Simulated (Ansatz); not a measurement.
Stepwise reaction of `F[SiH](Cl)[SiH2][SiH3]` with hydrogen, as a gas-phase model of exchange steps in deposition or etching. ΔE in kJ/mol.

Isolated molecules relaxed with PBE0-D4/def2-TZVP in Ansatz; ΔE leaves out vibrations. CBS: MP2 limit from def2 TZ/QZ plus the TZ coupled-cluster correction, frozen cores. This one scheme is used for every species. DFT in def2-TZVPP. B3LYP here is the variant with VWN-RPA as its local correlation; programs differ in this. Each species was taken in one conformer, which may not be the lowest.

| step | reaction | PBE-D4 | B3LYP-D4 | ωB97M-V | CCSD(T)/CBS |
| --- | --- | --- | --- | --- | --- |
| 1 | `F[SiH](Cl)[SiH2][SiH3]` + H₂ → `F[SiH]([SiH3])Cl` + SiH₄ | 2.4 | -12.8 | -17.0 | -11.7 |

Question: Give the row of step 2, `F[SiH]([SiH3])Cl` + H₂ → `F[SiH2]Cl` + SiH₄. (An estimate is asked.)

Answer: Computed: 
| step | reaction | PBE-D4 | B3LYP-D4 | ωB97M-V | CCSD(T)/CBS |
| --- | --- | --- | --- | --- | --- |
| 2 | `F[SiH]([SiH3])Cl` + H₂ → `F[SiH2]Cl` + SiH₄ | -9.4 | -24.2 | -30.0 | -26.1 |

Question: By hand: ΔE of the 2 steps together at CCSD(T)/CBS.

Answer: (-11.7) + (-26.1) = -37.8 kJ/mol, or -18.9 kJ/mol a step.

In ΔE each step is lower than the one before. All are downhill at CCSD(T)/CBS. PBE-D4 differs from CCSD(T)/CBS by 14.1 to 16.7 kJ/mol a step. Isolated molecules leave out the surface, adducts and barriers. Largest T1 diagnostic: 0.012.
